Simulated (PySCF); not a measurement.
AlBr2, SMILES [Br][Al+][Br], charge +1.

The structure is a stationary point at B3LYP-D3(BJ)/def2-TZVP. The spin state was assumed, not searched. The isomer is the one that the SMILES or the coordinates give; other isomers of the formula were not compared.

All values below come from TDDFT-LC-ωPBE/def2-SVPD (PySCF).

Vertical excitations; the highest root listed may be one member of a degenerate set. Gas-phase values at a fixed geometry. State labels are in the subgroup D2h.

Computed UV-visible absorptions:
| state | symmetry | energy (eV) | λ (nm) | f | main pairs |
|---|---|---|---|---|---|
| S1 | B2g | 5.48 | 226 | 0.000 | HOMO−1→LUMO (degenerate set) |
| S2 | B3g | 5.48 | 226 | 0.000 | HOMO→LUMO (degenerate set) |
| S3 | B2u | 5.91 | 210 | 0.044 | HOMO−3→LUMO (degenerate set) |
| S4 | B3u | 5.91 | 210 | 0.044 | HOMO−2→LUMO (degenerate set) |
| S5 | Au | 6.82 | 182 | 0.000 | HOMO−1→LUMO+1 48 %, HOMO→LUMO+2 48 % |
| S6 | B1u | 6.87 | 180 | 0.000 | HOMO−1→LUMO+2, HOMO→LUMO+1 (degenerate set) |
| S7 | Au | 6.87 | 180 | 0.000 | HOMO→LUMO+2, HOMO−1→LUMO+1 (degenerate set) |
| S8 | B1g | 7.11 | 174 | 0.000 | HOMO−2→LUMO+1 48 %, HOMO−3→LUMO+2 48 % |
| S9 | B1u | 7.16 | 173 | 0.000 | HOMO−4→LUMO 46 %, HOMO→LUMO+1 26 %, HOMO−1→LUMO+2 26 % |
| S10 | B1g | 7.19 | 172 | 0.000 | HOMO−3→LUMO+2 48 %, HOMO−2→LUMO+1 48 % |
| T1 | B2g | 5.10 | 243 | 0 | HOMO−1→LUMO (degenerate set) |
| T2 | B3g | 5.10 | 243 | 0 | HOMO→LUMO (degenerate set) |
| T3 | B3u | 5.35 | 232 | 0 | HOMO−2→LUMO (degenerate set) |
| T4 | B2u | 5.35 | 232 | 0 | HOMO−3→LUMO (degenerate set) |
Triplets are in the Tamm–Dancoff approximation, which puts them higher than full response would, so one can lie above its singlet here.
